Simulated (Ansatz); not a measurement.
One change: `CO[C](=N)[SnH3]` becomes `N=[C](S)[SnH3]`.

Ansatz, PBE0-D4/def2-TZVP geometries, multiplicity 1. Each molecule was computed in one conformer, which needn't be the lowest.

Elements past krypton have def2 core potentials.

```tsv
property	`CO[C](=N)[SnH3]`
LUMO energy (B3LYP/def2-TZVPP) / eV	-0.16
LUMO energy (ωB97M-V/def2-TZVPP) / eV	1.69
LUMO energy (PBE/def2-TZVPP) / eV	-0.93
size of the dipole moment (PBE/def2-TZVPP) / D	2.40
HOMO–LUMO gap (ωB97M-V/def2-TZVPP) / eV	11.59
LUMO energy (PBE0/def2-TZVPP) / eV	0.08
```

(1) Give the same properties after the change, and the shifts. (An estimate is asked.)

Results:

(1) The calculation gave: 
| property | `N=[C](S)[SnH3]` | shift |
| --- | --- | --- |
| LUMO energy (B3LYP/def2-TZVPP) / eV | -0.97 | -0.81 |
| LUMO energy (ωB97M-V/def2-TZVPP) / eV | 0.95 | -0.74 |
| LUMO energy (PBE/def2-TZVPP) / eV | -1.74 | -0.81 |
| size of the dipole moment (PBE/def2-TZVPP) / D | 2.48 | 0.08 |
| HOMO–LUMO gap (ωB97M-V/def2-TZVPP) / eV | 10.25 | -1.34 |
| LUMO energy (PBE0/def2-TZVPP) / eV | -0.75 | -0.83 |

With PBE0 the HOMO rises by 0.49 eV and the LUMO falls by 0.83 eV, so the gap narrows by about 1.32 eV. PBE moves the HOMO by 0.33 eV and ωB97M-V by 0.61 eV. Dipoles are sizes alone; their direction can turn.

B3LYP here is the variant with VWN-RPA as its local correlation; programs differ in this.
